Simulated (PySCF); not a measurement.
**Relaxation of singlet IOF₃**

Method: PBE0 in PySCF with I def2-SVP with ECP28, O def2-SVP, F def2-SVP; scalar-relativistic core potentials, no spin–orbit coupling; density-fitted integrals. A (50,194) grid was used.

A start displaced from a saddle point along its imaginary mode, of Cs symmetry, held to at least that symmetry:

```xyz
5
charge 0 multiplicity 1, angstrom
I     0.0000   -0.0606    0.0438
O     0.0000   -1.8837   -0.1200
F     1.9606    0.0188   -0.0522
F     0.0000    1.9529   -0.0874
F    -1.9606    0.0188   -0.0522
```

**Question.** What forces act on the atoms at the start (eV/Å)?

**Answer.** 
```
atom     Fx     Fy     Fz
  I1   0.00  -0.24   2.47
  O2   0.00   0.47  -0.84
  F3  -0.18   0.05  -0.44
  F4   0.00  -0.33  -0.76
  F5   0.18   0.05  -0.44
```

**Question.** What does it relax to?

**Answer.** It ends at Cs with I–F 1.907 Å, I–F 1.943 Å (×2), I–O 1.768 Å; F–I–F 84.0° (×2), F–I–F 166.6°, F–I–O 94.5° (×2), F–I–O 106.0° (after a last refinement on a finer grid). A frequency run shows a minimum.

**Question.** How much energy is released, and in how many steps?

**Answer.** 167.9 kJ/mol in 11 steps.

The relaxation took about 60 core-seconds on a shared host.
